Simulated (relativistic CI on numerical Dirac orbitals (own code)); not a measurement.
Calculated at this level of theory: Dirac-Coulomb-Breit CI, KLI orbitals optimised for each configuration, QED by a radiative potential, unscaled Slater integrals (own radial code, finite nucleus).

CI space (outside the closed core [Ne]): 3s2.3p6.3d7, 3s2.3p5.3d8, 3s2.3p4.3d9, 3s.3p6.3d8, 3s2.3p6.3d6.4s, 3p6.3d9, 3s2.3p6.3d6.4p, 3s2.3p6.3d6.4d, 3s2.3p6.3d5.4s2, 3s.3p5.3d9, 3s2.3p6.3d5.4s.4p, 3s2.3p6.3d6.4f, 3s2.3p6.3d6.5s, 3s2.3p6.3d5.4p2, 3s2.3p5.3d7.4s, 3s2.3p6.3d6.5p, 3s2.3p6.3d5.4s.4d, 3s2.3p6.3d6.5d, 3s2.3p4.3d8.4s, 3s2.3p6.3d5.4p.4d, 3s2.3p5.3d7.4p, 3s2.3p6.3d6.5f, 3s2.3p6.3d6.5g, 3s2.3p4.3d8.4p, 3s2.3p6.3d6.6s, 3s2.3p5.3d6.4s2, 3s2.3p6.3d6.6p, 3s2.3p6.3d5.4d2, 3s2.3p6.3d6.6d, 3s.3p6.3d7.4s, 3s.3p5.3d8.4s, 3s.3p6.3d7.4p, 3s.3p6.3d6.4s2, 3p6.3d8.4s. Levels of other configurations are missing.

At this charge energies of transitions that change n are usually good to better than 1 %, and those within a shell (Δn = 0) to a few per cent. Terms inside the open d or f shell come out 10 to 20 % too wide with unscaled integrals.

Outline of the computed level scheme of Rb XIII. Lowest level of each configuration: 3s2.3p6.3d7 4F_9/2 at 0.000 eV; 3s2.3p5.3d8 4G°_11/2 at 118.415 eV.

Some strong electric-dipole decays among the lowest 45 levels: 3s2.3p5.3d8 4D°_3/2 → 3s2.3p6.3d7 4F_5/2 (1.8e+11 s⁻¹); 3s2.3p5.3d8 4F°_9/2 → 3s2.3p6.3d7 4F_9/2 (1.6e+11 s⁻¹); 3s2.3p5.3d8 4D°_5/2 → 3s2.3p6.3d7 4F_7/2 (1.4e+11 s⁻¹); 3s2.3p5.3d8 4D°_5/2 → 3s2.3p6.3d7 4F_5/2 (1.3e+11 s⁻¹); 3s2.3p5.3d8 2P°_1/2 → 3s2.3p6.3d7 4F_3/2 (1.2e+11 s⁻¹); 3s2.3p5.3d8 4F°_7/2 → 3s2.3p6.3d7 4F_9/2 (1.2e+11 s⁻¹); 3s2.3p5.3d8 2G°_7/2 → 3s2.3p6.3d7 2G_7/2 (1.2e+11 s⁻¹); 3s2.3p5.3d8 2G°_9/2 → 3s2.3p6.3d7 2G_9/2 (1.1e+11 s⁻¹).

LS names give the leading component of a level, which can be under half, so a name can repeat, a term be missing and a line seem to break the LS rules.
